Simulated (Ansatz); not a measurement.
Input (CCSDT(Q)/aug-cc-pVTZ; Ansatz, an electronic-structure program):

Ansatz 0.2 input:
```yaml
crystal:
  periodic: [false, false, false]
  atoms:
    - {symbol: F, position_ang: [0.00000000, 0.00000000, 0.00000000]}
basis:
  gaussian:
    orbitals: aug-cc-pVTZ
magnetization: {spin_polarized: true, initial_magnetization: 1}
correlation: {method: ccsdt_q, electrons: outside_noble_gas}
scf: {lower_state_search: full}
```

Output:

```
Functional definition: HF
integrals: 0.03 GiB planned
448 factors; integrals over basis functions are off by at most 2.1e-8 eV
mean field: 0.08 GiB planned
mean field evaluation 1: about -2704.7732 eV, gradient 9.0e0 eV
mean field evaluation 2: about -2704.7733 eV, gradient 9.0e0 eV
mean field evaluation 4: about -2704.9950 eV, gradient 9.8e-1 eV
mean field evaluation 8: about -2704.9990 eV, gradient 5.9e-3 eV
mean field evaluation 16: about -2704.9985 eV, gradient 2.2e-1 eV
mean field evaluation 32: about -2704.9990 eV, gradient 1.1e-4 eV
mean field evaluation 64: about -2704.9988 eV, gradient 1.5e-1 eV
mean field evaluation 96: about -2704.9990 eV, gradient 1.9e-3 eV
mean field -2704.99898957 eV, -99.4068793525 hartree, gradient 1.5e-6 eV, S^2 0.754134; 6 other end points of the search recorded, 0 dependent functions left out
1 core orbitals not correlated
reference -2704.99898957 eV, -99.4068793525 hartree; 4, 3 occupied and 41, 42 virtual orbitals, 448 factors
second order -5.58450651 eV of doubles, -0.00000000 eV of singles
coupled cluster: 0.40 GiB planned
cycle   1  -5.79635169 eV  change   -2.1e-1 eV  update   3.7e-2
cycle   2  -5.94883571 eV  change   -1.5e-1 eV  update   1.5e-2
cycle   3  -6.03185017 eV  change   -8.3e-2 eV  update   6.9e-3
cycle   4  -6.01956413 eV  change    1.2e-2 eV  update   2.4e-3
cycle   5  -6.01496745 eV  change    4.6e-3 eV  update   1.5e-3
cycle   6  -6.01826597 eV  change   -3.3e-3 eV  update   6.2e-4
cycle   7  -6.01869160 eV  change   -4.3e-4 eV  update   2.7e-4
cycle   8  -6.01852453 eV  change    1.7e-4 eV  update   7.7e-5
cycle   9  -6.01849896 eV  change    2.6e-5 eV  update   3.3e-5
cycle  10  -6.01848551 eV  change    1.3e-5 eV  update   1.2e-5
cycle  11  -6.01849685 eV  change   -1.1e-5 eV  update   4.0e-6
cycle  12  -6.01850361 eV  change   -6.8e-6 eV  update   1.4e-6
cycle  13  -6.01850472 eV  change   -1.1e-6 eV  update   5.9e-7
cycle  14  -6.01850524 eV  change   -5.2e-7 eV  update   2.5e-7
perturbative correction -0.00201634 eV, -0.0000740990 hartree
Total energy: -2711.01951115 eV, -99.6281294396 hartree
```
